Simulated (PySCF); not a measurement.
## Radial density of Re⁶⁷⁺ (rhenium, charge +67)

M06-2X, [He] 2s2 2p4, high-spin 3P determinant. Calculation: PySCF 2.14, in an even-tempered Gaussian basis (18 s from 44 bohr⁻², ratio 2.2; 13 p from 57 bohr⁻², ratio 2.2; 5 d from 230 bohr⁻², ratio 2.4; 5 f from 340 bohr⁻², ratio 2.4; 4 g from 510 bohr⁻², ratio 2.4); the spin-free X2C one-electron Hamiltonian (Gaussian nucleus).

```json
{"r (bohr)": "0.0152", "4πr²ρ (e/bohr)": "91.98", "4πr²(ρα − ρβ)": "4.6753"}
{"r (bohr)": "0.0256", "4πr²ρ (e/bohr)": "67.33", "4πr²(ρα − ρβ)": "14.4419"}
{"r (bohr)": "0.0430", "4πr²ρ (e/bohr)": "79.13", "4πr²(ρα − ρβ)": "27.3923"}
{"r (bohr)": "0.0724", "4πr²ρ (e/bohr)": "73.20", "4πr²(ρα − ρβ)": "22.6465"}
{"r (bohr)": "0.122", "4πr²ρ (e/bohr)": "15.81", "4πr²(ρα − ρβ)": "4.5874"}
{"r (bohr)": "0.205", "4πr²ρ (e/bohr)": "0.2857", "4πr²(ρα − ρβ)": "0.0849"}
{"r (bohr)": "0.344", "4πr²ρ (e/bohr)": "0.0001099", "4πr²(ρα − ρβ)": "0.0000"}
```

Densities and radii are taken from the X2C orbitals without a picture-change correction, which distorts them close to the nucleus.

Spin-orbit coupling is strong in this species (close to jj coupling), so the high-spin LS determinant is a model state, not a physical level.
